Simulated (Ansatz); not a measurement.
Job for Ansatz (a quantum-chemistry and plane-wave program): R-PBE0/def2-TZVPP on NH3 (SMILES N).

Ansatz 0.2 input:
```yaml
crystal:
  periodic: [false, false, false]
  atoms:
    - {symbol: N, position_ang: [0.00000000, -0.00002166, 0.27906864]}
    - {symbol: H, position_ang: [-0.00000000, 0.94280068, -0.09306197]}
    - {symbol: H, position_ang: [0.81651180, -0.47143951, -0.09305334]}
    - {symbol: H, position_ang: [-0.81651180, -0.47143951, -0.09305334]}
basis:
  gaussian:
    orbitals: def2-TZVPP
hamiltonian:
  xc: {name: PBE0}
scf: {lower_state_search: off}
```

Task: Predict the final total energy.

Result: -56.5157 hartree.
